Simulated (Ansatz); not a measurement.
Start from `[SiH3][N]([SiH3])[InH2]` and change one atom or group to get `[SiH3][N]([SiH3])[Ag]`.

Ansatz, PBE0-D4/def2-TZVP geometries, multiplicity 1. 

Elements past krypton have def2 core potentials.

```json
{"property": "ideal-gas entropy at 298 K and 1 bar (rigid rotor, harmonic PBE0-D4/def2-TZVP) / J/(mol·K)", "`[SiH3][N]([SiH3])[InH2]`": "401"}
{"property": "LUMO energy (ωB97M-V/def2-TZVPP) / eV", "`[SiH3][N]([SiH3])[InH2]`": "-0.31"}
{"property": "zero-point energy (PBE0-D4/def2-TZVP) / kJ/mol", "`[SiH3][N]([SiH3])[InH2]`": "178.8"}
{"property": "size of the dipole moment (PBE/def2-TZVPP) / D", "`[SiH3][N]([SiH3])[InH2]`": "1.70"}
{"property": "LUMO energy (PBE/def2-TZVPP) / eV", "`[SiH3][N]([SiH3])[InH2]`": "-2.44"}
{"property": "HOMO energy (ωB97M-V/def2-TZVPP) / eV", "`[SiH3][N]([SiH3])[InH2]`": "-9.68"}
```

**Question.** What does the change do to each property? (An estimate is asked.)

**Answer.** The calculation gave: 
```tsv
property	`[SiH3][N]([SiH3])[Ag]`	shift
ideal-gas entropy at 298 K and 1 bar (rigid rotor, harmonic PBE0-D4/def2-TZVP) / J/(mol·K)	386	-15
LUMO energy (ωB97M-V/def2-TZVPP) / eV	-1.46	-1.15
zero-point energy (PBE0-D4/def2-TZVP) / kJ/mol	145.2	-33.6
size of the dipole moment (PBE/def2-TZVPP) / D	4.35	2.65
LUMO energy (PBE/def2-TZVPP) / eV	-3.94	-1.50
HOMO energy (ωB97M-V/def2-TZVPP) / eV	-8.75	0.93
```

With PBE0 the HOMO rises by 0.86 eV and the LUMO falls by 1.34 eV, so the gap narrows by about 2.20 eV. PBE moves the HOMO by 0.78 eV and ωB97M-V by 0.93 eV. The zero-point energy changes by -33.6 kJ/mol with -6 modes. Dipoles are sizes alone; their direction can turn. Modes under 60 cm⁻¹, often nearly free rotors, make the harmonic entropy too high.
